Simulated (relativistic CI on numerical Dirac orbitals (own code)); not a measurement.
**Radial parameters of Pm⁵⁸⁺**

Method of calculation: Dirac-Coulomb-Breit CI, orbitals from a KLI potential per configuration, model QED (radiative potential, 1s self-energy scaled to tabulated hydrogen-like ionisation energies), unscaled Slater integrals (own radial code, finite nucleus).

Slater integrals F^k, G^k are unscaled and averaged over j, outside the closed core 1s2; ζ comes from projecting the Hamiltonian with its Breit term on Σ l·s of the shell.

- 2p: ζ(2p) = 3.4077e+06 cm⁻¹; <r>(2p) = 0.08081, <r^2>(2p) = 0.007913 (bohr units).
- 3p: ζ(3p) = 1.014e+06 cm⁻¹; <r>(3p) = 0.2041, <r^2>(3p) = 0.04824 (bohr units).
- 3d: ζ(3d) = 180550 cm⁻¹; <r>(3d) = 0.1752, <r^2>(3d) = 0.03517 (bohr units).

Averages of the first 10 configurations, taken without configuration mixing, which lowers the lowest level and can move excited configurations by several eV; other configurations of the list can lie among them:

```csv
Configuration,Parity,States,Average energy above the lowest level (eV)
2s,even,2,0.0
2p,odd,6,566.2
3s,even,2,7210.9
3p,odd,6,7376.0
3d,even,10,7483.8
4s,even,2,9692.1
4p,odd,6,9760.9
4d,even,10,9806.4
4f,odd,14,9822.7
5s,even,2,10825.8
```
